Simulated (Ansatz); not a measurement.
Consider the ligand exchange at the Si–N bond: `FBN([SiH3])[SiH3]` + `O[Si]F` → `F[Si]O[SiH3]` + `FBN[SiH3]`.

Computed with Ansatz on PBE0-D4/def2-TZVP structures; ΔE is electronic, products minus reactants. CCSD(T)/CBS is the MP2 limit (def2-TZVPP, def2-QZVPP) plus CCSD(T) − MP2 in def2-TZVPP, frozen cores. This one scheme is used for every species. Functionals use def2-TZVPP. One conformer a species, not always the lowest.

`FBN([SiH3])[SiH3]`:

Cartesian coordinates in Å:
```
F -0.192 -1.983 1.639
B 0.052 -1.628 0.372
N 0.014 -0.260 0.036
Si 0.319 0.289 -1.596
Si -0.350 0.920 1.289
H 0.290 -2.495 -0.416
H 1.475 1.221 -1.609
H -0.869 1.013 -2.118
H 0.607 -0.891 -2.445
H -1.698 0.688 1.859
H -0.315 2.248 0.624
H 0.668 0.880 2.365
```

`O[Si]F`:

```xyz
4

O    -0.759   -0.619    0.110
Si    0.278   -0.032   -1.012
F     1.182    0.977   -0.123
H    -0.701   -0.326    1.026
```

`F[Si]O[SiH3]`:

Cartesian coordinates in Å:
```
F -0.336 -0.052 2.496
Si 1.092 -0.523 1.898
O 0.865 -0.330 0.296
Si -0.182 0.128 -0.904
H 0.523 -0.021 -2.199
H -1.382 -0.743 -0.880
H -0.581 1.543 -0.707
```

`FBN[SiH3]`:

```xyz
9

F    -1.756    0.205   -1.130
B    -0.559    0.796   -1.217
N     0.427    0.433   -0.292
Si    0.258   -0.738    0.996
H    -0.382    1.607   -2.078
H     1.319    0.894   -0.382
H    -0.811   -0.337    1.943
H    -0.056   -2.083    0.455
H     1.562   -0.777    1.704
```

Question: Is it downhill or uphill in electronic energy at CCSD(T)/CBS, and by how much? (Best estimate.)

Answer: Computed: Downhill: ΔE = -50.8 kJ/mol.

Question: What do these levels give: r2SCAN-D4, PBE0-D4, revPBE, RPA@PBE/def2-TZVPP, SCS-MP2/def2-TZVPP, CCSD/CBS(def2)? (Estimate.)

Answer: Ansatz gave: r2SCAN-D4 -52.3, PBE0-D4 -48.4, revPBE -53.2, RPA@PBE/def2-TZVPP -50.8, SCS-MP2/def2-TZVPP -54.4, CCSD/CBS(def2) -53.9 kJ/mol.

Question: What do rigid-rotor, harmonic-oscillator terms from PBE0-D4/def2-TZVP frequencies (298.15 K, 1 bar) make of the CCSD(T)/CBS value? (An estimate is asked.)

Answer: Computed: ΔZPE = +1.5 kJ/mol, ΔH = -48.4 kJ/mol, ΔS = 29 J/(mol·K), ΔG = -57.1 kJ/mol. Modes under 50 cm⁻¹ make the entropy rough.

Largest T1 diagnostic among the species: 0.015.

Leaving LDA and LC-ωPBE aside and taking each functional with its dispersion term where it has one, the values, not all of them listed here, spread over 14.9 kJ/mol, from BHLYP-D4 to revPBE-D4. LDA lies +7.3 kJ/mol from PBE without D4. The D4 term adds +5.7 kJ/mol with B3LYP and +3.1 kJ/mol with PBE0; it sums over pairs of atoms, weighted by their polarisabilities, and B3LYP, whose exchange is more repulsive, gets the larger term. In def2-TZVPP, CCSD(T) changes the Hartree–Fock value by +20.5 kJ/mol (the triples alone add +3.1 kJ/mol) and MP2 by +21.6 kJ/mol.

B3LYP here is the variant with VWN-RPA as its local correlation; programs differ in this.
